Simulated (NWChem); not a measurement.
Program: NWChem. System: OPb, charge 0, spin multiplicity 1, at a geometry optimised with PBE/def2-SVP with def2 effective core potentials on Pb. The structure started from a generated list of species. Level: CR-CCSD(T)/def2-TZVP with def2 effective core potentials on Pb, 5 core orbitals frozen.

The NWChem input:

```
start mol
memory heap 100 mb stack 700 mb global 1900 mb
geometry units angstroms nocenter noautoz
  Pb     0.000000     0.000000     0.174633
  O      0.000000     0.000000    -1.789987
  symmetry group C2v
end
basis spherical
  * library def2-tzvp
end
ecp
  Pb library def2-ecp
end
scf
  rhf
  nopen 0
  maxiter 100
  thresh 1e-7
  semidirect memsize 60000000 filesize 0
end
tce
  freeze core 5
  cr-ccsd(t)
  2eorb
  2emet 13
  thresh 1e-6
  maxiter 100
  tilesize 24
end
task tce energy
```

Output (cleaned and shortened):

```
             Northwest Computational Chemistry Package (NWChem) 7.3.0
             --------------------------------------------------------

                                NWChem Input Module
                                -------------------

 Scaling coordinates for geometry "geometry" by  1.889725989
 (inverse scale =  0.529177249)

 Turning off AUTOSYM since
 SYMMETRY directive was detected!

                             Geometry "geometry" -> ""
                             -------------------------

 Output coordinates in angstroms (scale by  1.889725989 to convert to a.u.)

  No.       Tag          Charge          X              Y              Z
 ---- ---------------- ---------- -------------- -------------- --------------
    1 Pb                  82.0000     0.00000000     0.00000000     0.17463300
    2 O                    8.0000     0.00000000     0.00000000    -1.78998700

 Effective nuclear repulsion energy (a.u.)     176.6958879294

            Nuclear Dipole moment (a.u.)
            ----------------------------
        X                 Y               Z
 ---------------- ---------------- ----------------
     0.0000000000     0.0000000000     0.0000188973

      Symmetry information
      --------------------

 Group name             C2v
 Group number             16
 Group order               4
 No. of unique centers     2

      Symmetry unique atoms

     1    2


 Summary of "ao basis" -> "" (spherical)
 ------------------------------------------------------------------------------
       Tag                 Description            Shells   Functions and Types
 ---------------- ------------------------------  ------  ---------------------
 *                         def2-tzvp                  on all atoms

 Summary of "ao basis" -> "ao basis" (spherical)
 ------------------------------------------------------------------------------
       Tag                 Description            Shells   Functions and Types
 ---------------- ------------------------------  ------  ---------------------
 Pb                        def2-tzvp                16       50   6s5p3d2f
 O                         def2-tzvp                11       31   5s3p2d1f

                                 NWChem SCF Module
                                 -----------------

  ao basis        = "ao basis"
  functions       =    81
  atoms           =     2
  closed shells   =    15
  open shells     =     0
  charge          =   0.00
  wavefunction    = RHF
  use symmetry    = T
  symmetry adapt  = T

 Summary of "ao basis" -> "ao basis" (spherical)
 ------------------------------------------------------------------------------
       Tag                 Description            Shells   Functions and Types
 ---------------- ------------------------------  ------  ---------------------
 Pb                        def2-tzvp                16       50   6s5p3d2f
 O                         def2-tzvp                11       31   5s3p2d1f

      Symmetry analysis of basis
      --------------------------

        a1         35
        a2          8
        b1         19
        b2         19

 Forming initial guess at       0.0s

      Superposition of Atomic Density Guess
      -------------------------------------

 Sum of atomic energies:        -294.14493010

      Non-variational initial energy
      ------------------------------

 Total energy =    -266.338007
 1-e energy   =    -533.465032
 2-e energy   =     219.720812
 HOMO         =      -0.357665
 LUMO         =      -0.047954
[...]
  ----- ------------  ---------------      ----- ------------  ---------------
    21      1.277666  1 Pb pz                18     -0.586245  1 Pb pz
     5     -0.280812  1 Pb s                 34      0.279144  1 Pb d  0
    15      0.162435  1 Pb pz                64     -0.151549  2 O  pz

 center of mass
 --------------
 x =   0.00000000 y =   0.00000000 z =   0.06487391

 moments of inertia (a.u.)
 ------------------
         204.719065377984           0.000000000000           0.000000000000
           0.000000000000         204.719065377984           0.000000000000
           0.000000000000           0.000000000000           0.000000000000

  Mulliken analysis of the total density
  --------------------------------------

    Atom       Charge   Shell Charges
 -----------   ------   -------------------------------------------------------
    1 Pb  22    21.15   0.06 -0.59  1.78  0.76  1.07  0.80 -0.62  6.56  0.46  0.60  0.11  9.10  0.88  0.11  0.04  0.00
    2 O    8     8.85   0.79  1.18  0.60  0.96  0.39  1.73  1.93  1.26  0.00  0.01  0.00

       Multipole analysis of the density wrt the origin
       ------------------------------------------------

     L   x y z        total         open         nuclear
     -   - - -        -----         ----         -------
     0   0 0 0      0.000000      0.000000     30.000000

     1   1 0 0      0.000000      0.000000      0.000000
     1   0 1 0      0.000000      0.000000      0.000000
     1   0 0 1      2.456978      0.000000    -19.800492

     2   2 0 0    -21.954271      0.000000      0.000000
     2   1 1 0      0.000000      0.000000      0.000000
     2   1 0 1     -0.000000      0.000000      0.000000
     2   0 2 0    -21.954271      0.000000      0.000000
     2   0 1 1     -0.000000      0.000000      0.000000
     2   0 0 2    -33.761342      0.000000     93.930971

                   NWChem Extensible Many-Electron Theory Module
                   ---------------------------------------------


            General Information
            -------------------
      Number of processors :     1
         Wavefunction type : Restricted Hartree-Fock
          No. of electrons :    30
           Alpha electrons :    15
            Beta electrons :    15
           No. of orbitals :   162
            Alpha orbitals :    81
             Beta orbitals :    81
        Alpha frozen cores :     5
         Beta frozen cores :     5
     Alpha frozen virtuals :     0
      Beta frozen virtuals :     0
         Spin multiplicity : singlet
    Number of AO functions :    81
       Number of AO shells :    27
        Use of symmetry is : on
      Symmetry adaption is : on
         Schwarz screening : 0.10D-09

          Correlation Information
          -----------------------
          Calculation type : Coupled-cluster singles & doubles w/ perturbation
   Perturbative correction : Completely renormalized (T)
            Max iterations :      100
        Residual threshold : 0.10D-05
     T(0) DIIS level shift : 0.00D+00
     L(0) DIIS level shift : 0.00D+00
     T(1) DIIS level shift : 0.00D+00
     L(1) DIIS level shift : 0.00D+00
     T(R) DIIS level shift : 0.00D+00
     T(I) DIIS level shift : 0.00D+00
   CC-T/L Amplitude update :  5-th order DIIS
                I/O scheme : Global Array Library
        L-threshold :  0.10D-05
        EOM-threshold :  0.10D-05
 no EOMCCSD initial starts read in
 TCE RESTART OPTIONS
 SLICE:      F
 D4D5:       F
 quantumc:   F
 qrotation:  F
 pwtce:      F
 qducc:      F
 nacto:                         0
 nrotv:                         0
 nrot:                          0

            Memory Information
            ------------------
          Available GA space size is     249030239 doubles
          Available MA space size is     104839964 doubles

 Maximum block size supplied by input
 Maximum block size        24 doubles

 tile_dim =     16

 -------------------------------------------------

 Global array virtual files algorithm will be used

 Parallel file system coherency ......... OK

 4-electron integrals stored in orbital form

 v2    file size   =          1875829
 4-index algorithm nr.  13 is used
 imaxsize =       30
 imaxsize ichop =        0


CCSD iterations
 ---------------------------------------------------------
 Iter          Residuum       Correlation     Cpu    Wall
 ---------------------------------------------------------
    1   0.2567824302460  -0.6648621501921     0.2     0.2
    2   0.0776230963376  -0.5907850225525     0.2     0.2
    3   0.0415399602104  -0.6227944783753     0.2     0.2
    4   0.0448417985337  -0.6080334022169     0.2     0.2
    5   0.0438436789398  -0.6215318492471     0.2     0.2
    6   0.0047316935610  -0.6160460230115     0.2     0.2
    7   0.0046318488366  -0.6154931215091     0.2     0.2
    8   0.0024981092015  -0.6160674805940     0.2     0.2
    9   0.0036880427715  -0.6155325320977     0.2     0.2
   10   0.0028435605612  -0.6162695735778     0.2     0.2
   11   0.0002830211583  -0.6160338076754     0.2     0.2
   12   0.0001203324187  -0.6160057633320     0.2     0.2
   13   0.0000854502481  -0.6160065013870     0.2     0.2
   14   0.0000394545506  -0.6160044894096     0.2     0.2
   15   0.0000359086701  -0.6160041626003     0.2     0.2
   16   0.0000104670172  -0.6160036352900     0.2     0.2
   17   0.0000066466520  -0.6160034151014     0.2     0.2
   18   0.0000048835563  -0.6160033554365     0.2     0.2
   19   0.0000031040722  -0.6160038218360     0.2     0.2
   20   0.0000029876791  -0.6160035180498     0.2     0.2
   21   0.0000006321644  -0.6160039853230     0.2     0.2
 -----------------------------------------------------------------
 Iterations converged
 CCSD correlation energy / hartree =        -0.616003985323031
 CCSD total energy / hartree       =      -267.292387578884984

 Singles contributions
    16b1  (alpha) ---    14b1  (alpha)        0.1138116096
    17b2  (alpha) ---    13b2  (alpha)        0.1138116096

 Doubles contributions
 CR-CCSD(T)

 CR-CCSD[T]  correction energy / hartree =        -0.029204042919731
 CR-CCSD[T] correlation energy / hartree =        -0.645208028242762
 CR-CCSD[T] total energy / hartree       =      -267.321591621804714
 CR-CCSD(T)  correction energy / hartree =        -0.022282468267680
 CR-CCSD(T) correlation energy / hartree =        -0.638286453590710
 CR-CCSD(T) total energy / hartree       =      -267.314670047152674

 Task  times  cpu:       14.5s     wall:       14.5s

 Total times  cpu:       14.5s     wall:       14.5s
```
